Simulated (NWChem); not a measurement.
Species: InHOClF; SMILES [F][In]([Cl])[OH]

```xyz
5

In     0.0380     0.2878     0.0000
F      1.7763     1.1750     0.0000
Cl     0.0116    -2.0259     0.0000
O     -1.5922     1.4067     0.0000
H     -1.3602     2.3446     0.0000
```
Atoms are numbered in this order, from 1.

Program: NWChem. Geometry: optimised at PBE0/def2-SVP. def2 effective core potentials on In; no spin-orbit coupling. B3LYP is NWChem's, with the RPA form of VWN correlation. Field at 589 nm.

Q: Predict the results for B3LYP/def2-SVP (core potentials). Quantities: isotropic polarisability (bohr³); anisotropy (bohr³).

A: The isotropic polarisability (bohr³) is 40.9 and the anisotropy (bohr³) is 25.6.
